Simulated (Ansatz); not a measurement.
Ansatz (an electronic-structure program) input (B3LYP-D3(BJ)/def2-TZVP):

Ansatz 0.2 input:
```yaml
crystal:
  periodic: [false, false, false]
  atoms:
    - {symbol: C, position_ang: [2.39033040, 1.14952457, 0.79461830]}
    - {symbol: C, position_ang: [0.92222578, 0.73786732, 0.75372796]}
    - {symbol: C, position_ang: [0.58901700, -0.15114544, -0.46407880]}
    - {symbol: C, position_ang: [-0.84174108, -0.57016892, -0.53102604]}
    - {symbol: C, position_ang: [-1.30876483, -1.70185438, 0.31867951]}
    - {symbol: C, position_ang: [-1.85614011, 0.38684588, -1.05632593]}
    - {symbol: H, position_ang: [2.66484787, 1.71216044, -0.10102625]}
    - {symbol: H, position_ang: [3.04181334, 0.27371794, 0.84591013]}
    - {symbol: H, position_ang: [2.60637579, 1.77686638, 1.66157567]}
    - {symbol: H, position_ang: [0.28840671, 1.62890187, 0.72876955]}
    - {symbol: H, position_ang: [0.66302148, 0.19942930, 1.66980097]}
    - {symbol: H, position_ang: [1.23584200, -1.03506083, -0.42674530]}
    - {symbol: H, position_ang: [0.85967938, 0.40031813, -1.37166493]}
    - {symbol: H, position_ang: [-0.53636534, -2.46560224, 0.43562335]}
    - {symbol: H, position_ang: [-1.58350057, -1.37098738, 1.33390126]}
    - {symbol: H, position_ang: [-2.20128666, -2.17708663, -0.09804298]}
    - {symbol: H, position_ang: [-1.44774226, 1.01207251, -1.85375335]}
    - {symbol: H, position_ang: [-2.73714759, -0.13232342, -1.44412437]}
    - {symbol: H, position_ang: [-2.22350714, 1.07117970, -0.27379377]}
basis:
  gaussian:
    orbitals: def2-TZVP
hamiltonian:
  xc: b3lyp
  dispersion: d3bj
magnetization: {spin_polarized: true, initial_magnetization: 1}
phonons: {temperatures: {t_min: 298.15, t_max: 298.15, t_step: 100}}
```

Output:

```
Functional definition: B3LYP
integrals: 0.22 GiB planned
1652 factors; their error is unknown
0.36 GiB of the device are held for the grids
1.60 GiB of device memory are held for the factors and their scratch space
mean field: 1.95 GiB planned
mean field evaluation 1: about -6417.8729 eV, gradient 6.1e1 eV
mean field evaluation 2: about -6404.9900 eV, gradient 7.7e1 eV
mean field evaluation 4: about -6435.8726 eV, gradient 4.2e0 eV
mean field evaluation 8: about -6435.9573 eV, gradient 8.1e-2 eV
mean field evaluation 16: about -6435.9154 eV, gradient 6.7e-4 eV
mean field -6435.91544582 eV, -236.5155302139 hartree, gradient 4.8e-5 eV, S^2 0.754174; 0 other end points of the search recorded, 0 dependent functions left out
the calculation of the forces begins
reference -6435.91579157 eV, -236.5155429197 hartree; 25, 24 occupied and 239, 240 virtual orbitals, 1652 factors
these checks for a lower state are left out or cut short: stability, starts, cluster_reference, orbital_swaps, neighbouring_geometries, increment
integrals: 0.22 GiB planned
1652 factors; their error is unknown
0.36 GiB of the device are held for the grids
1.60 GiB of device memory are held for the factors and their scratch space
mean field: 1.95 GiB planned
mean field -6435.91530956 eV, -236.5155252061 hartree, gradient 1.9e-6 eV, S^2 0.754174; 0 other end points of the search recorded, 0 dependent functions left out
the calculation of the forces begins
reference -6435.91565528 eV, -236.5155379111 hartree; 25, 24 occupied and 239, 240 virtual orbitals, 1652 factors
these checks for a lower state are left out or cut short: stability, starts, cluster_reference, orbital_swaps, neighbouring_geometries, increment
integrals: 0.22 GiB planned
1652 factors; their error is unknown
0.36 GiB of the device are held for the grids
1.60 GiB of device memory are held for the factors and their scratch space
mean field: 1.95 GiB planned
mean field evaluation 32: about -6435.9152 eV, gradient 5.3e-4 eV
mean field -6435.91523917 eV, -236.5155226195 hartree, gradient 1.9e-6 eV, S^2 0.754174; 0 other end points of the search recorded, 0 dependent functions left out
the calculation of the forces begins
reference -6435.91558494 eV, -236.5155353262 hartree; 25, 24 occupied and 239, 240 virtual orbitals, 1652 factors
these checks for a lower state are left out or cut short: stability, starts, cluster_reference, orbital_swaps, neighbouring_geometries, increment
integrals: 0.22 GiB planned
1652 factors; their error is unknown
0.36 GiB of the device are held for the grids
1.60 GiB of device memory are held for the factors and their scratch space
mean field: 1.95 GiB planned
mean field -6435.91532382 eV, -236.5155257302 hartree, gradient 1.9e-6 eV, S^2 0.754174; 0 other end points of the search recorded, 0 dependent functions left out
the calculation of the forces begins
reference -6435.91566952 eV, -236.5155384345 hartree; 25, 24 occupied and 239, 240 virtual orbitals, 1652 factors
these checks for a lower state are left out or cut short: stability, starts, cluster_reference, orbital_swaps, neighbouring_geometries, increment
integrals: 0.22 GiB planned
1652 factors; their error is unknown
0.36 GiB of the device are held for the grids
1.60 GiB of device memory are held for the factors and their scratch space
mean field: 1.95 GiB planned
mean field -6435.91525713 eV, -236.5155232796 hartree, gradient 1.9e-6 eV, S^2 0.754174; 0 other end points of the search recorded, 0 dependent functions left out
[...]
integrals: 0.22 GiB planned
1652 factors; their error is unknown
0.36 GiB of the device are held for the grids
1.60 GiB of device memory are held for the factors and their scratch space
mean field: 1.95 GiB planned
mean field -6435.91539171 eV, -236.5155282251 hartree, gradient 1.9e-6 eV, S^2 0.754175; 0 other end points of the search recorded, 0 dependent functions left out
the calculation of the forces begins
reference -6435.91573742 eV, -236.5155409299 hartree; 25, 24 occupied and 239, 240 virtual orbitals, 1652 factors
these checks for a lower state are left out or cut short: stability, starts, cluster_reference, orbital_swaps, neighbouring_geometries, increment
integrals: 0.22 GiB planned
1652 factors; their error is unknown
0.36 GiB of the device are held for the grids
1.60 GiB of device memory are held for the factors and their scratch space
mean field: 1.95 GiB planned
mean field -6435.91545586 eV, -236.5155305826 hartree, gradient 1.9e-6 eV, S^2 0.754173; 0 other end points of the search recorded, 0 dependent functions left out
the calculation of the forces begins
reference -6435.91580163 eV, -236.5155432893 hartree; 25, 24 occupied and 239, 240 virtual orbitals, 1652 factors
these checks for a lower state are left out or cut short: stability, starts, cluster_reference, orbital_swaps, neighbouring_geometries, increment
integrals: 0.22 GiB planned
1652 factors; their error is unknown
0.36 GiB of the device are held for the grids
1.60 GiB of device memory are held for the factors and their scratch space
mean field: 1.95 GiB planned
mean field -6435.91539647 eV, -236.5155284002 hartree, gradient 1.9e-6 eV, S^2 0.754178; 0 other end points of the search recorded, 0 dependent functions left out
the calculation of the forces begins
reference -6435.91574220 eV, -236.5155411056 hartree; 25, 24 occupied and 239, 240 virtual orbitals, 1652 factors
these checks for a lower state are left out or cut short: stability, starts, cluster_reference, orbital_swaps, neighbouring_geometries, increment
integrals: 0.22 GiB planned
1652 factors; their error is unknown
0.36 GiB of the device are held for the grids
1.60 GiB of device memory are held for the factors and their scratch space
mean field: 1.95 GiB planned
mean field evaluation 416: about -6435.9512 eV, gradient 4.8e-1 eV
mean field -6435.91533425 eV, -236.5155261137 hartree, gradient 1.9e-6 eV, S^2 0.754170; 0 other end points of the search recorded, 0 dependent functions left out
the calculation of the forces begins
reference -6435.91568001 eV, -236.5155388199 hartree; 25, 24 occupied and 239, 240 virtual orbitals, 1652 factors
these checks for a lower state are left out or cut short: stability, starts, cluster_reference, orbital_swaps, neighbouring_geometries, increment
integrals: 0.22 GiB planned
1652 factors; their error is unknown
0.36 GiB of the device are held for the grids
1.60 GiB of device memory are held for the factors and their scratch space
mean field: 1.96 GiB planned
mean field -6435.91535622 eV, -236.5155269210 hartree, gradient 1.9e-6 eV, S^2 0.754173; 0 other end points of the search recorded, 0 dependent functions left out
the calculation of the forces begins
reference -6435.91570192 eV, -236.5155396253 hartree; 25, 24 occupied and 239, 240 virtual orbitals, 1652 factors
these checks for a lower state are left out or cut short: stability, starts, cluster_reference, orbital_swaps, neighbouring_geometries, increment
integrals: 0.22 GiB planned
1652 factors; their error is unknown
0.36 GiB of the device are held for the grids
1.60 GiB of device memory are held for the factors and their scratch space
mean field: 1.95 GiB planned
mean field -6435.91539319 eV, -236.5155282796 hartree, gradient 1.9e-6 eV, S^2 0.754175; 0 other end points of the search recorded, 0 dependent functions left out
the calculation of the forces begins
reference -6435.91573897 eV, -236.5155409869 hartree; 25, 24 occupied and 239, 240 virtual orbitals, 1652 factors
these checks for a lower state are left out or cut short: stability, starts, cluster_reference, orbital_swaps, neighbouring_geometries, increment
integrals: 0.22 GiB planned
1652 factors; their error is unknown
0.36 GiB of the device are held for the grids
1.60 GiB of device memory are held for the factors and their scratch space
mean field: 1.95 GiB planned
mean field -6435.91538445 eV, -236.5155279584 hartree, gradient 1.9e-6 eV, S^2 0.754174; 0 other end points of the search recorded, 0 dependent functions left out
the calculation of the forces begins
reference -6435.91573016 eV, -236.5155406630 hartree; 25, 24 occupied and 239, 240 virtual orbitals, 1652 factors
these checks for a lower state are left out or cut short: stability, starts, cluster_reference, orbital_swaps, neighbouring_geometries, increment
integrals: 0.22 GiB planned
1652 factors; their error is unknown
0.36 GiB of the device are held for the grids
1.60 GiB of device memory are held for the factors and their scratch space
mean field: 1.95 GiB planned
mean field evaluation 448: about -6435.9154 eV, gradient 6.9e-3 eV
mean field -6435.91544679 eV, -236.5155302494 hartree, gradient 1.9e-6 eV, S^2 0.754174; 0 other end points of the search recorded, 0 dependent functions left out
the calculation of the forces begins
reference -6435.91579257 eV, -236.5155429564 hartree; 25, 24 occupied and 239, 240 virtual orbitals, 1652 factors
these checks for a lower state are left out or cut short: stability, starts, cluster_reference, orbital_swaps, neighbouring_geometries, increment
integrals: 0.22 GiB planned
1652 factors; their error is unknown
0.36 GiB of the device are held for the grids
1.60 GiB of device memory are held for the factors and their scratch space
mean field: 1.96 GiB planned
mean field -6435.91542467 eV, -236.5155294363 hartree, gradient 1.9e-6 eV, S^2 0.754175; 0 other end points of the search recorded, 0 dependent functions left out
the calculation of the forces begins
reference -6435.91577040 eV, -236.5155421418 hartree; 25, 24 occupied and 239, 240 virtual orbitals, 1652 factors
these checks for a lower state are left out or cut short: stability, starts, cluster_reference, orbital_swaps, neighbouring_geometries, increment
integrals: 0.22 GiB planned
1652 factors; their error is unknown
0.36 GiB of the device are held for the grids
1.60 GiB of device memory are held for the factors and their scratch space
mean field: 1.96 GiB planned
mean field -6435.91541150 eV, -236.5155289523 hartree, gradient 1.9e-6 eV, S^2 0.754174; 0 other end points of the search recorded, 0 dependent functions left out
the calculation of the forces begins
reference -6435.91575725 eV, -236.5155416585 hartree; 25, 24 occupied and 239, 240 virtual orbitals, 1652 factors
Total energy: -6436.57825882 eV, -236.5398881421 hartree
Atom 0 at     2.390330     1.149525     0.794618 Å, force    -0.000949     0.000127     0.000571 eV/Å
Atom 1 at     0.922226     0.737867     0.753728 Å, force     0.000344    -0.000232    -0.000489 eV/Å
Atom 2 at     0.589017    -0.151145    -0.464079 Å, force    -0.000260    -0.000060     0.000012 eV/Å
Atom 3 at    -0.841741    -0.570169    -0.531026 Å, force    -0.000250    -0.000039     0.000041 eV/Å
Atom 4 at    -1.308765    -1.701854     0.318680 Å, force     0.000669    -0.000121    -0.000190 eV/Å
Atom 5 at    -1.856140     0.386846    -1.056326 Å, force     0.000609     0.000107    -0.000341 eV/Å
Atom 6 at     2.664848     1.712160    -0.101026 Å, force    -0.000171     0.000006    -0.000148 eV/Å
Atom 7 at     3.041813     0.273718     0.845910 Å, force    -0.000120    -0.000191    -0.000018 eV/Å
Atom 8 at     2.606376     1.776866     1.661576 Å, force     0.000225     0.000130     0.000108 eV/Å
Atom 9 at     0.288407     1.628902     0.728770 Å, force     0.000251     0.000414     0.000377 eV/Å
Atom 10 at     0.663021     0.199429     1.669801 Å, force     0.000286     0.000281     0.000465 eV/Å
Atom 11 at     1.235842    -1.035061    -0.426745 Å, force    -0.000217    -0.000340    -0.000363 eV/Å
Atom 12 at     0.859679     0.400318    -1.371665 Å, force    -0.000233    -0.000281    -0.000401 eV/Å
Atom 13 at    -0.536365    -2.465602     0.435623 Å, force     0.000278    -0.000498     0.000201 eV/Å
Atom 14 at    -1.583501    -1.370987     1.333901 Å, force    -0.000147     0.000318     0.000434 eV/Å
Atom 15 at    -2.201287    -2.177087    -0.098043 Å, force    -0.000162     0.000043    -0.000291 eV/Å
Atom 16 at    -1.447742     1.012073    -1.853753 Å, force     0.000033     0.000438    -0.000415 eV/Å
Atom 17 at    -2.737148    -0.132323    -1.444124 Å, force    -0.000065    -0.000325    -0.000048 eV/Å
Atom 18 at    -2.223507     1.071180    -0.273794 Å, force    -0.000122     0.000224     0.000496 eV/Å
Dipole moment:    -0.005216     0.032374     0.051255 e Å
Vibrations: 55.83 89.50 115.82 130.20 158.22 240.14 300.33 354.50 393.19 477.64 748.72 773.87 878.54 878.57 942.95 985.99 1005.06 1033.79 1046.45 1072.50 1101.87 1238.79 1282.19 1308.22 1320.33 1347.07 1364.45 1397.59 1411.93 1413.89 1468.49 1474.06 1476.47 1486.99 1493.72 1494.31 1498.39 1508.20 2926.82 2931.74 2992.39 3022.71 3023.47 3025.11 3029.60 3031.57 3053.49 3076.39 3078.64 3085.93 3088.45 cm⁻¹, zero-point energy 4.719772 eV
```

It need not be the lowest isomer of its formula.
